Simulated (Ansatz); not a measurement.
[AlF6]3- (AlF6³⁻) was relaxed with r2SCAN-D4 (def2-SVPD) in Ansatz in these states: charge -2 doublet, charge -3 singlet. The geometries follow in no particular order.

A multiply charged anion in the gas phase is held together partly by the finite basis. Removing one electron lowers the energy by 3.73 eV at PBE0-D4/def2-TZVPD, so it isn't bound.

A:

```xyz
7

Al    0.0000    0.0000    0.0000
F    -0.3530   -1.4437   -1.0865
F     0.3529    1.4436    1.0866
F     0.2008   -1.1345    1.4359
F    -0.2008    1.1346   -1.4358
F    -1.7967    0.1561    0.3697
F     1.7967   -0.1561   -0.3698
```

B:

```xyz
7

Al    0.000    0.000    0.000
F    -1.463   -1.060   -0.579
F     1.463    1.060    0.579
F    -0.967    0.483    1.559
F     0.967   -0.483   -1.559
F    -0.723    1.497   -0.913
F     0.723   -1.497    0.913
```

Question: Judge from the bond lengths which geometry belongs to which state (an estimate).

Answer: A is the charge -2 doublet (Al1–F3 1.841 Å, Al1–F2 1.841 Å, Al1–F4 1.841 Å); B is the charge -3 singlet (Al1–F3 1.897 Å, Al1–F2 1.897 Å, Al1–F4 1.897 Å).

At r2SCAN-D4/def2-SVPD the highest occupied level of the relaxed charge -2 doublet lies above zero (up to 1.65 eV). The electron is either unbound and held by the finite basis, or the level is raised by self-interaction error. At r2SCAN-D4/def2-SVPD the highest occupied level of the charge -3 singlet lies above zero (up to 7.07 eV). By energy differences it is unbound by 3.40 eV (vertical, against the charge -2 doublet, at LC-ωPBE (ω = 0.30 bohr⁻¹)/def2-SVPD) and held by the finite basis.
